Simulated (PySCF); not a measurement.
**Diatomics of Bi with group 13**

PBE0 with double-zeta basis sets in PySCF, for the lowest determinant that a PBE0 search found; no spin–orbit coupling. De refers to high-spin ground-configuration atoms. A positive dipole means M(−)Bi(+).

| M | basis | state (unpaired electrons) | Re (Å) | ωe (cm⁻¹) | De (eV) | μ (D) |
| --- | --- | --- | --- | --- | --- | --- |
| B | def2-SVP | triplet (σ ↑, π ↑) | 2.139 | 635 | 2.16 | 1.26 |
| Al | def2-SVP | triplet (π ↑↑) | 2.828 | 239 | 1.73 | -0.46 |
| Ga | def2-SVP | triplet (π ↑↑) | 2.840 | 161 | 1.68 | -0.92 |
| Tl | def2-SVP | triplet (π ↑↑) | 3.081 | 104 | 1.53 | -2.37 |

Task: The row for M = In is missing. Estimate Re, ωe and De as the mean of the rows for Ga and Tl, and compare with the calculation.

Result: The means are 2.960 Å, 132 cm⁻¹ and 1.60 eV. PBE0 in def2-SVP gives InBi as a triplet (π ↑↑) with Re = 3.026 Å, ωe = 126 cm⁻¹, De = 1.57 eV, so the estimate is off by -6.5 pm, +5 % and +0.03 eV.

Spin–orbit coupling is left out, which matters for elements this heavy, above all for dissociation energies. States were picked by a PBE0 search and need not be the measured ground states.
